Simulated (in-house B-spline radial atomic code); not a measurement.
Settings and results of a run for Ni VI (Ni5+) (an excited or competing configuration). All numbers are computed (scalar-relativistic (X2C) B97-1, spin-polarised, spherical fractional occupations; Fermi nucleus of rms radius 3.7757 fm) with an all-electron radial atomic-structure program (B-spline basis), not measured.

Command:
```bash
python run_scf.py task.json out
```
Settings (nuclear radius in fm, mass in u):
```
Z                28
configuration    [Ne] 3s2 3p5 3d6
hamiltonian      x2c
method           b97_1
spin_polarised   True
nucleus          fermi
rms_radius       3.7757
atomic_mass      57.93534
speed_of_light   137.035999084
```

Output (hartree, bohr):
```
 radial grid: 66 intervals, B-splines of order 8, outer radius 12.1053 bohr

 iter        energy (Eh)    residual
    1       -1491.332183    9.65e-01
    2       -1504.208123    6.67e-01
    3       -1510.326644    1.69e-01
    4       -1510.821543    4.04e-02
    5       -1510.834835    2.37e-02
    6       -1510.844675    1.22e-03
    7       -1510.844687    5.15e-05
    8       -1510.844687    8.98e-06
    9       -1510.844687    4.01e-07
   10       -1510.844687    1.57e-08

 total energy                     -1510.84469
 kinetic                            1535.2124
 electron-nucleus                  -3554.0901
 Hartree                             568.9964
 exact exchange                      -12.4515
 exchange-correlation                -48.5119

 orbital      occ     eigenvalue          <r>       <r^2>       <1/r>       r_max
 1s up      1.000      -306.5670    0.0537473  0.00389828     28.5302     0.03502
 1s down    1.000      -306.5414    0.0537427  0.00389756      28.532     0.03502
 2s up      1.000       -40.1235      0.24463   0.0707014     6.14138      0.2045
 2s down    1.000       -39.9776     0.243938   0.0702618      6.1579      0.2042
 2p up      3.000       -34.9850     0.215323   0.0569313     5.96047      0.1647
 2p down    3.000       -34.8489     0.214645   0.0565182     5.97358      0.1646
 3s up      1.000        -7.6296     0.717126    0.590269     1.99164      0.6322
 3s down    1.000        -7.2752     0.723664    0.601764     1.96726      0.6342
 3p up      3.000        -6.1006     0.739439    0.637843      1.8567      0.6357
 3p down    2.000        -5.6855     0.751593    0.660505     1.82315      0.6398
 3d up      5.000        -3.6317     0.781803    0.744657     1.60401        0.59
 3d down    1.000        -3.1714     0.822886    0.834282      1.5442      0.6049
```

Cost of the run: 0.22 s on 1 thread of Arm Neoverse V1, with other jobs on the host.

Caution: exact exchange at fractional occupations of open shells leaves self-interaction of up to several eV.

One-electron X2C: radii and densities carry no picture-change correction, so inner-shell <1/r> comes out high (for 1s by about 2 % at Z = 33, 5 % at 54, 10 % at 75, 30 % at 118) and <r> low.
